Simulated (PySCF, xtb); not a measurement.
HISeTe, SMILES I[Te][SeH].

GFN2-xTB (xtb) at its own geometry gives an orbital gap of 3.01 eV and a dipole moment of 5.96 D.

The structure is a stationary point at B3LYP-D3(BJ)/def2-SVP. The def2 effective core potentials stand for the cores of I, Te; spin–orbit coupling is left out. One conformer was computed; it need not be the lowest.

**Question.** What does PySCF with ωB97X/def2-TZVPD give? (Estimate from the structure and the level; the computed values follow.)

**Answer.** gap 7.50 eV (levels -8.70 and -1.19 eV), dipole 1.40 D.
